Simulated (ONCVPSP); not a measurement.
# Which change was made? (Ta, ONCV)

```
Element                 : tantalum
Generator               : ONCVPSP 4.0.1
Type                    : optimised norm-conserving Vanderbilt (ONCV)
Functional              : LDA (Perdew-Zunger)
Relativity              : fully relativistic
Frozen core             : [Kr] 4d10 4f14
Valence charge          : 13
Reference configuration : 5s2 5p6 5d3 6s1.5 6p0.5
Partial waves           : 5s+6s: rc 1.80 bohr, ncon 3, nbas 6, qcut 8.6 1/bohr, 2 projectors; 5p+6p: rc 2.00 bohr, ncon 4, nbas 9, qcut 8.8 1/bohr, 2 projectors; 5d: rc 2.60 bohr, ncon 5, nbas 10, qcut 6.6 1/bohr, 2 projectors, debl 3.8 Ha
Local potential         : polynomial inside 1.20 bohr (lpopt 5, dvloc0 1 Ha)
Core correction         : Teter function fitted to the true core (icmod 2), fcfact 0.25
```

Open shells are filled in proportion to 2j + 1.

Cutoffs, loose and tight: the cutoffs (Ha) at which the residual kinetic energy of the hardest occupied pseudo-wave falls to 1 and 0.1 mHa per electron. They do not see the model core or the augmentation charge, which bear on the density cutoff. Test errors are all-electron minus pseudo excitation energies from the reference, over the configurations 5s2 5p6 5d3 6s2 6p0; 5s2 5p6 5d3 6s1 6p0; 5s2 5p6 5d3 6s0 6p0; 5s2 5p6 5d3.5 6s1.5 6p0; variants that change the core or the reference have their own tests.

The base gives: outcome: generated; cutoff, loose: 20 Ha; cutoff, tight: 24 Ha; bound ghosts: none; GHOST(+) flags above zero: s; largest test error (meV): +3.0.

(1) After one change the result is: outcome: generated; cutoff, loose: 18 Ha; cutoff, tight: 21 Ha; bound ghosts: d5/2; GHOST(+) flags above zero: s, d3/2; largest test error (meV): +2.2. Which change was it?
A. s: qcut 6.6; p: qcut 6.7; d: qcut 5.1
B. s: qcut 7.3; p: qcut 7.5; d: qcut 5.6
C. s: qcut 5.6; p: qcut 5.8; d: qcut 4.3

Results:

(1) B. The others give: s: qcut 5.6; p: qcut 5.8; d: qcut 4.3 → outcome: generated; cutoff, loose: 12 Ha; cutoff, tight: 47 Ha; bound ghosts: none; GHOST(+) flags above zero: s; largest test error (meV): +1.0 | s: qcut 6.6; p: qcut 6.7; d: qcut 5.1 → outcome: generated; cutoff, loose: 15 Ha; cutoff, tight: 18 Ha; bound ghosts: none; GHOST(+) flags above zero: s; largest test error (meV): +1.0.
